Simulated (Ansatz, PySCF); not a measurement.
InBr3, SMILES [Br][In]([Br])[Br].

The structure is a stationary point at PBE-D3(BJ)/def2-SVP. The isomer is the one that the SMILES or the coordinates give; other isomers of the formula were not compared. The def2 effective core potentials stand for the cores of In; spin–orbit coupling is left out.

Vertical ionisation energy (IE) and electron affinity (EA) in eV. Rows of orbital energies are one-electron estimates. Where ΔSCF, EOM or ADC give a negative EA the extra electron is unbound and the value depends on the basis.

```csv
level,IE,EA
"−ε(HOMO), −ε(LUMO), r2SCAN/def2-TZVP (PySCF)",7.79,3.98
"−ε(HOMO), −ε(LUMO), PBE/def2-TZVP (PySCF)",?,?
"ΔSCF, CAM-B3LYP/def2-TZVPD (Ansatz), final states of multiplicity 2 and 2",10.93,1.81
"ΔSCF, PBE/def2-TZVPD (Ansatz), final states of multiplicity 2 and 2",9.96,1.79
```

Task: What belongs in the gaps? (The exact figures need the calculation; the answer reports its results.)

Result: 
- −ε(HOMO), −ε(LUMO), PBE/def2-TZVP (PySCF), IE: 7.44
- −ε(HOMO), −ε(LUMO), PBE/def2-TZVP (PySCF), EA: 4.10

Task: What vertical singlet–triplet gap does ΔSCF give with CAM-B3LYP/def2-TZVPD (Ansatz, an electronic-structure program) and with PBE/def2-TZVPD (Ansatz)? (An estimate is asked for; the answer gives what the named calculation found.)

Result: 4.23 and 3.36 eV (triplet above singlet where positive).
